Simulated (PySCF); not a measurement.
C6H10F2Si2.
Numbering: `[CH:1]#[C:2][C@@H:3]1[CH2:4][SiH2:5][C@@H:6]([F:7])[C@@H:8]1[SiH2:9][F:10]`

NICS = −σ at a ghost point: NICS(0) at the centroid of the ring atoms, NICS(1) 1 Å to either side along the normal of their mean plane, zz for the tensor component along that normal. Level: GIAO PBE0/pcSseg-1 (PySCF, non-relativistic, gas phase) on the GFN2-xTB geometry, one conformer.

Ring bond lengths (Å), with Mayer bond orders in brackets: C3–C4 1.543 (1.01), C4–Si5 1.905 (0.92), Si5–C6 1.928 (0.86), C6–C8 1.530 (0.98), C8–C3 1.538 (0.98).

Q: Give the NICS values of each ring in ppm.

A: 
```tsv
ring	type	NICS(0)	NICS(1), two faces	NICS(1)zz, two faces	rms pucker (Å)	centre to ring atoms, mean (Å)
C3–C4–Si5–C6–C8	5-membered ring with Si; formal bonds all single	-4.7	-2.9 / -4.9	-0.5 / -5.8	0.20	1.40
```

Q: What can be read from them?

A: 
- C3–C4–Si5–C6–C8: mean NICS(1)zz -3.1 ppm, shielded. C3, C4, Si5, C6, C8 have four or more neighbours, and the NICS criterion for π rings isn't applied. The two faces differ by 5.3 ppm, so no symmetry operation interchanges them.

Q: At the first NICS(1) probe listed for ring C3–C4–Si5–C6–C8, 1 Å off the ring, what do the in-plane components average?

A: The isotropic value is a third of the trace: (3 × -2.9 − (-0.5))/2 = -4.1 ppm.

Q: What are the shieldings of the ring atoms and their hydrogens in the same run (means over atoms taken as equivalent)?

A: 
```
   atoms                  environment  σ isotropic (ppm)  principal values of the symmetric part, first atom (ppm)
      C3           propargylic carbon              156.5                                       141.7, 163.7, 164.1
      C4  sp3 carbon bound to silicon              167.5                                       143.4, 160.3, 198.8
     Si5                 SiH2 silicon              384.4                                       351.4, 378.8, 423.1
      C6               sp3 C–F carbon               94.6                                         37.3, 77.4, 169.1
      C8  sp3 carbon bound to silicon              144.7                                       118.9, 154.0, 161.1
 H on C3             methine hydrogen              28.12                                          24.3, 26.0, 34.1
 H on C4           methylene hydrogen              30.29                                          25.6, 27.9, 37.4
 H on C4           methylene hydrogen              30.26                                          25.7, 27.2, 38.0
H on Si5                Si–H hydrogen              27.41                                          24.3, 24.8, 33.2
H on Si5                Si–H hydrogen              27.26                                          24.3, 24.6, 32.9
 H on C6             methine hydrogen              26.18                                          23.8, 26.1, 28.6
 H on C8             methine hydrogen              29.90                                          27.1, 28.4, 34.1
```
